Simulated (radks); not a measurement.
Dynamic dipole polarisability and lines of the caesium ion Cs19+, [Kr]. Calculated with a radial shooting solver on a logarithmic mesh with Libxc functionals: scalar-relativistic Kohn-Sham, LDA (Slater exchange, Perdew-Wang correlation), spin-unpolarised, spherical densities, finite nucleus; Fermi nuclear charge, rms radius of each element as measured or else 0.836 A^(1/3) + 0.57 fm. Time-dependent linear response with the Hartree and adiabatic LDA kernel, continuum included through the Sternheimer equations, no spin-orbit coupling, so fine structure and intercombination lines are absent. Lines are the poles of the dipole polarisability below minus the highest occupied eigenvalue, found on a grid refined at the orbital gaps; the lowest seven at most are given, and weak or close lines can be missed. The first line takes the name of the lowest orbital gap if no other gap lies below it; otherwise a line is named after a gap within 0.6 % of it, if that gap stands alone.

| photon energy (eV) | alpha (bohr^3) |
|---|---|
| 0 | 0.2444 |
| 9.644 | 0.2459 |
| 48.222 | 0.2887 |
| 86.800 | 0.5063 |
| 125.38 | -1.492 |
| 163.96 | -0.1883 |
| 202.53 | -0.05819 |
| 241.11 | 0.2542 |
| 279.69 | -0.02564 |
| 318.27 | -0.1076 |
| 356.85 | -0.02845 |
| 395.42 | -0.005399 |
| 434.00 | -0.005111 |
| 472.58 | -0.01570 |
| 511.16 | 0.007181 |
| 549.74 | -0.007290 |

Lines (eV, oscillator strength): 117.36 (10.56 nm, 4p-4d), f = 4.01; 244.31 (5.075 nm, 4p-5s), f = 0.607; 312.93 (3.962 nm, 4p-5d), f = 0.466; 336.98 (3.679 nm, 4s-5p), f = 0.274; 375.22 (3.304 nm, 4p-6s), f = 0.132; 409.96 (3.024 nm, 4p-6d), f = 0.238; 442.61 (2.801 nm, 4p-7s), f = 0.0506. Higher lines, where found, are left out when the end of the mesh affects them. Those listed give 94 % of the static polarisability (sum of f/w^2). Orbital energy gaps for comparison: 4p-4d 95.050 eV; 4p-5s 243.66 eV; 4p-5d 311.81 eV; 4s-5p 336.09 eV; 4p-6s 374.97 eV.
